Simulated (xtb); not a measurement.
CH8FNSi2, SMILES [Si@H](C)(F)N[SiH3]. All values are semi-empirical tight-binding results from xtb (GFN2-xTB unless named), good for trends rather than for accurate numbers. Geometry optimised at GFN2-xTB. The structure was generated by enumeration; whether it is a known compound was not checked. One conformer was computed; it need not be the lowest.

Optimised geometry:

Bond lengths (Å): C1–Si2 1.886, C1–H6 1.085, C1–H7 1.087, C1–H8 1.086, Si2–F3 1.618, Si2–N4 1.723, Si2–H9 1.459, N4–Si5 1.734, N4–H10 1.007, Si5–H11 1.465, Si5–H12 1.467, Si5–H13 1.462. Angles (°): Si2–C1–H6 111.0, Si2–C1–H7 111.2, Si2–C1–H8 111.3, H6–C1–H7 107.7, H6–C1–H8 107.8, H7–C1–H8 107.7, C1–Si2–F3 109.6, C1–Si2–N4 110.9, C1–Si2–H9 114.2, F3–Si2–N4 104.4, F3–Si2–H9 103.7, N4–Si2–H9 113.3, Si2–N4–Si5 129.9, Si2–N4–H10 114.2, Si5–N4–H10 115.8, N4–Si5–H11 108.6, N4–Si5–H12 110.1, N4–Si5–H13 105.7, H11–Si5–H12 109.4, H11–Si5–H13 111.9, H12–Si5–H13 111.1.

### Question
Estimate the properties. (Estimate from the structure and the level; the computed values follow.)

### Answer

- orbital gap = 5.34 eV
- dipole moment = 1.68 D
- zero-point energy = 54.6 kcal/mol
- G − E(el) at 298.15 K (modified RRHO) = 33.1 kcal/mol
- static polarisability (D4 model) = 82.5 bohr³
- solvation energy, GFN2-xTB/ALPB(water) = -0.4 kcal/mol
- solvation energy, GFN2-xTB/ALPB(methanol) = -2.8 kcal/mol

Computed atomic charges and the Wiberg bond orders between heavy atoms:
charges (e) C1 -0.20, Si2 0.58, F3 -0.29, N4 -0.44, Si5 0.48, H6 0.03, H7 0.04, H8 0.03, H9 -0.07, H10 0.16, H11 -0.11, H12 -0.10, H13 -0.10. Bond orders C1–Si2 0.90, Si2–F3 1.05, Si2–N4 1.09, N4–Si5 1.05.
